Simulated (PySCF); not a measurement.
Does the answer move with the share of exact exchange?

Species: C₂H₈FNSi.
SMILES: `CN[Si@H](C)F`

Torsions of this conformer, `[CH3:1][NH:2][Si@H:3]([CH3:4])[F:5]`: C1–N2–Si3–C4 42°.

PySCF, pcSseg-2 basis, density fitting, gas phase, PBE0-D3(BJ)/def2-SVP geometry. One functional is left out:

| functional | exact exchange (%) | HOMO energy (eV) | LUMO energy (eV) | dipole moment (D) |
| --- | --- | --- | --- | --- |
| B97-D | 0 | -5.76 | -0.13 | 2.037 |
| BLYP | 0 | -5.66 | -0.28 | 2.064 |
| BP86 | 0 | -5.88 | -0.12 | 2.064 |
| LDA | 0 | -5.91 | -0.37 | 2.141 |
| OPBE | 0 | -5.73 | -0.17 | 2.035 |
| PBE | 0 | -5.78 | -0.27 | 2.072 |
| B97-2 | 21 | -6.90 | 0.48 | 2.086 |
| PBE0 | 25 | -7.17 | 0.44 | 2.111 |
| mPW1PW91 | 25 | -7.20 | 0.41 | 2.107 |
| BHandHLYP | 50 | -8.50 | 0.94 | 2.142 |

Question: Predict the row of B3LYP (20 % exact exchange) by straight lines through the other rows, and check it.

Answer: 
```tsv
property	line	computed	computed − line	B97-2 (21 %), for comparison
HOMO energy (eV)	-6.88	-6.94	-0.06	-6.90
LUMO energy (eV)	0.29	0.14	-0.15	0.48
dipole moment (D)	2.097	2.101	+0.004	2.086
```

Question: Which of these properties follows the share of exact exchange most closely, and which least?

Answer: Most closely the HOMO energy, least the dipole moment; the correlations over the tabulated rows are HOMO energy -0.997, LUMO energy 0.974, dipole moment 0.656. The HOMO energy moves by -0.546 eV for every 10 %. Functionals with the same share still differ in their other parts: at 0 % BLYP and LDA differ by 0.25 eV in it.
